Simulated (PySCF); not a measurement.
acetonitrile (C$_{2}$H$_{3}$N), singlet, at a GFN2-xTB geometry. Base run: PBE0/3-21G (PySCF).

Geometry (Å):
```xyz
6

C     -0.0148     0.0112    -1.1628
C      0.0035    -0.0026     0.2738
N      0.0180    -0.0136     1.4162
H     -0.0100     1.0414    -1.5169
H      0.8650    -0.5067    -1.5429
H     -0.9132    -0.4907    -1.5201
```
All else is at PySCF's defaults.
Base energy -131.86172 Eh.

Variants of this job, named by their change:

| change | ΔE vs base (µEh) | grid points | electrons on the grid |
|---|---|---|---|
| base | 0.0 | 71568 | 22.00000 |
| grids.level = 0 | 3221 | 5096 | 22.00390 |
| grids.atom_grid = (99, 590) | -0.2 | 192912 | 22.00000 |
| grids.level = 4 | -0.2 | 132216 | 22.00000 |
| grids.radi_method = mura_knowles | 0.1 | 68112 | 22.00000 |
| grids.prune = dft.gen_grid.sg1_prune | -18.5 | 31896 | 22.00012 |
| small_rho_cutoff = 0 | 0.0 | 71568 | 22.00000 |
| grids.level = 1 | -20.2 | 22896 | 22.00012 |
| grids.level = 2 | -0.5 | 49528 | 22.00001 |
| grids.radi_method = delley | 0.1 | 76496 | 22.00000 |
| grids.becke_scheme = stratmann | -0.7 | 71568 | 22.00001 |
